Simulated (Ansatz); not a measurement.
Wavefunction ladder for `BC([SiH3])B[SiH3]`

```xyz
15

B     1.5374    0.1852   -1.1285
C     0.0231    0.0136   -1.2464
Si   -0.4775   -1.6147   -0.3798
B    -0.8081    0.7702   -0.1817
Si   -0.1963    1.1494    1.7114
H     2.2149    0.3557   -2.1007
H     2.0601    0.1754   -0.0506
H    -0.4053   -0.0048   -2.2500
H    -1.6893   -1.3589    0.4627
H     0.5932   -2.1514    0.4877
H    -0.8620   -2.5793   -1.4376
H    -1.8831    1.1942   -0.5042
H     0.5385    2.4488    1.7016
H    -1.3604    1.2950    2.6281
H     0.7147    0.1217    2.2879
```

Total charge 0; spin multiplicity 1. All single points use the PBE0-D4/def2-TZVP geometry. It is one conformer, not always the lowest. Frozen core, restricted reference, Ansatz. CBS rows extrapolate triple and quadruple zeta; past MP2 they add the triple-zeta difference.

```csv
basis,HF (Eh),MP2 corr.
def2-TZVPP,-670.93392,-0.64019
def2-QZVPP,-670.95635,-0.68173
```

Estimate the CCSD correlation energy and the (T) correction in each basis where they were run (hartree).


```json
{"basis": "def2-TZVPP", "CCSD corr.": "-0.71748", "(T)": "-0.02787"}
{"basis": "CBS(def2)", "CCSD corr.": "-0.78978", "(T)": "as TZ"}
```
